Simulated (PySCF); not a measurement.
Correlation energy of Te⁺ (tellurium, charge +1)

[Kr] 4d10 5s2 5p3, high-spin 4S determinant. All numbers are calculated (PySCF 2.14, the spin-free X2C one-electron Hamiltonian (Gaussian nucleus), in x2c-QZVPPall with one added diffuse shell each of s, p, d, f type (14s10p8d5f1g, 128 functions)). Frozen: [Ar] 3d10; 23 electrons correlated.

MP2 pair energies summed by pair of shells (mhartree):

| pair | energy | share (%) |
| --- | --- | --- |
| 4d-4d | -334.11 | 44.8 |
| 4p-4d | -107.39 | 14.4 |
| 4d-5p | -66.12 | 8.9 |
| 4d-5s | -65.37 | 8.8 |
| 5s-5p | -45.74 | 6.1 |
| 4p-4p | -39.05 | 5.2 |
| 4s-4d | -28.53 | 3.8 |
| 4s-4p | -14.82 | 2.0 |
| 5p-5p | -14.28 | 1.9 |
| 4p-5s | -9.52 | 1.3 |
| 5s-5s | -8.41 | 1.1 |
| 4p-5p | -7.34 | 1.0 |
| 4s-4s | -3.41 | 0.5 |
| 4s-5s | -1.22 | 0.2 |
| 4s-5p | -1.06 | 0.1 |

Total MP2 correlation energy: -746.36 mhartree.

Same-spin part -265.07 and opposite-spin part -481.29 mhartree; SCS-MP2 scales them by 1/3 and 6/5 to -665.90 mhartree.

This basis was not built for core-valence correlation, so the inner-shell part is incomplete.
